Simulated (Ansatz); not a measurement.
A nudged elastic band was laid between two geometries of AlClF2H4O2Zr (11 atoms, charge 0, multiplicity 1).

Level of theory: RHF/def2-SVP (Ansatz 0.2.0).

```json
{
  "movable images": "5",
  "climbing image": "yes",
  "spring": "5.0 eV/Å²",
  "optimiser": "quadratic models (default)",
  "start path": "through a guess of the saddle point",
  "force threshold": "0.05 eV/Å",
  "iteration limit": "60",
  "end points": "relaxed"
}
```

Image 0:

```xyz
11
Properties=species:S:1:pos:R:3
Zr 0.372 -0.077 0.220
Cl 1.165 1.206 2.104
F 1.628 0.447 -1.111
O -1.368 0.589 -0.094
H -2.210 0.978 -0.255
F 0.083 -1.942 -0.832
O 0.529 -1.822 1.476
Al 0.217 -3.294 0.374
H 1.528 -4.130 0.138
H -1.199 -3.930 0.640
H 0.752 -1.810 2.397
```

Image 6:

```xyz
11
Properties=species:S:1:pos:R:3
Zr 0.164 -0.391 -0.844
Cl 1.002 -0.022 2.802
F 1.802 0.595 -0.626
O -1.368 0.570 -0.197
H -2.094 1.084 0.106
F -0.066 -0.660 -2.732
O 0.305 -2.142 -0.031
Al 0.509 -3.593 0.836
H 1.210 -4.823 0.153
H -0.045 -3.645 2.314
H 0.078 -0.759 3.276
```

**Question.** Which bonds break or form, and what moves?

**Answer.** Bonds broken: Zr1–Cl2, F6–Al8, O7–H11. Bonds formed: Cl2–H11. AlClF2H4O2Zr becomes AlF2H3O2Zr + ClH.

**Question.** Give the energies along the band, and the barrier.

**Answer.** The forces met the threshold. The highest image is number 3 of 0 to 6, 2.44 eV above the first end and 0.42 eV above the last; the last end lies 2.01 eV above the first. A vibrational analysis at the climbing image gives one clearly imaginary mode, 1049i cm⁻¹: a first-order saddle point. The orbitals stay closed-shell, which can raise the energy where a bond breaks towards radicals; this wasn't checked here.

```tsv
image	path coordinate (Å)	energy (eV)	Zr1–Cl2 (Å)	F6–Al8 (Å)	O7–H11 (Å)
0	0.00	0.00	2.41	1.82	0.95
1	1.26	0.29	2.42	1.91	0.95
2	2.53	1.27	2.51	3.00	0.95
3	3.79	2.44	2.90	3.78	1.34
4	4.64	2.11	3.40	4.06	2.13
5	5.49	2.04	3.45	4.38	2.93
6	6.34	2.01	3.76	4.65	3.59
```

**Question.** What is the geometry of the highest image?

**Answer.** 
```xyz
11
Properties=species:S:1:pos:R:3
Zr 0.171 -0.266 -0.355
Cl 0.927 0.274 2.391
F 1.710 0.718 -0.921
O -1.421 0.755 -0.125
H -2.158 1.315 0.040
F -0.207 -1.315 -1.909
O 0.423 -1.902 0.871
Al 0.442 -3.626 1.012
H 0.981 -4.464 -0.197
H -0.062 -4.222 2.374
H 0.694 -1.054 1.877
```

**Question.** What are the harmonic wavenumbers there?

**Answer.** 1049i, 8i, 44, 88, 103, 127, 160, 171, 188, 210, 218, 370, 377, 386, 543, 631, 672, 687, 697, 774, 863, 924, 941, 1494, 2068, 2080, 4280 cm⁻¹.

The band took 33 iterations and about 15 core-minutes.

Time of the run: 4 min on 4 threads of Arm Neoverse V2, with other jobs on the host, peak memory 0.42 GiB.
